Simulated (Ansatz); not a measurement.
`CB(O)Br` + `CO[Si]O` → `COB(O)Br` + `C[Si]O`  (redistribution)

Gas-phase electronic energies from Ansatz, PBE0-D4/def2-TZVP geometries. CCSD(T)/CBS adds triple-zeta CCSD(T) − MP2 to the extrapolated MP2 energy (def2 sets, frozen cores). This one scheme is used for every species. Functionals use def2-TZVPP. For Br outer-core shells are correlated without core-valence functions, which leaves a few kJ/mol of doubt a bond. Scalar relativity is left out up to krypton. Each species was taken in one conformer, which may not be the lowest.

`CB(O)Br`:

Z-matrix (Å, degrees):
```
C
B 1 1.554
H 1 1.091 2 111.8
H 1 1.094 2 110.5 3 121.4
H 1 1.094 2 110.5 3 -121.5
O 2 1.344 1 122.1 3 -0.2
Br 2 1.955 1 119.9 3 179.8
H 6 0.962 2 113.9 1 -180.0
```

`CO[Si]O`:

Z-matrix (Å, degrees):
```
C
O 1 1.411
H 1 1.092 2 109.5
H 1 1.097 2 112.0 3 -120.5
H 1 1.092 2 109.5 3 119.0
Si 2 1.657 1 123.9 3 120.6
O 6 1.644 2 99.6 1 -180.0
H 7 0.963 6 117.2 2 0.0
```

`COB(O)Br`:

Z-matrix (Å, degrees):
```
C
O 1 1.413
H 1 1.089 2 107.1
H 1 1.092 2 111.0 3 -119.4
H 1 1.092 2 111.0 3 119.4
B 2 1.338 1 124.8 3 179.6
Br 6 1.958 2 121.6 1 -0.0
O 6 1.350 2 119.0 1 180.0
H 8 0.959 6 113.3 2 180.0
```

`C[Si]O`:

```xyz
7

C     0.621   -0.179    0.538
Si    0.164   -0.535   -1.278
O    -1.277    0.273   -1.389
H     0.695    0.903    0.709
H     1.571   -0.633    0.827
H    -0.157   -0.564    1.210
H    -1.615    0.736   -0.616
```

```json
{"level": "ωB97X-V", "ΔE (kJ/mol)": "48.1"}
{"level": "HF/CBS(def2)", "ΔE (kJ/mol)": "47.7"}
```

Problem. What does CCSD(T)/CBS give? (An estimate is asked.)

Solution. The calculation gave: +46.9 kJ/mol. The listed levels differ from it by 1.2, 0.8 kJ/mol.

Problem. What do rigid-rotor, harmonic-oscillator terms from PBE0-D4/def2-TZVP frequencies (298.15 K, 1 bar) make of the CCSD(T)/CBS value? (Estimate.)

Solution. The calculation gave: ΔZPE = -2.1 kJ/mol, ΔH = +45.3 kJ/mol, ΔS = 5 J/(mol·K), ΔG = +43.8 kJ/mol.

Largest T1 diagnostic among the species: 0.014.

At CCSD(T), def2-SVP lies −14.9 kJ/mol from the extrapolated value and def2-TZVPP −0.8 kJ/mol. Leaving LDA and LC-ωPBE aside and taking each functional with its dispersion term where it has one, the values, not all of them listed here, spread over 6.1 kJ/mol, from revPBE-D4 to B2PLYP.
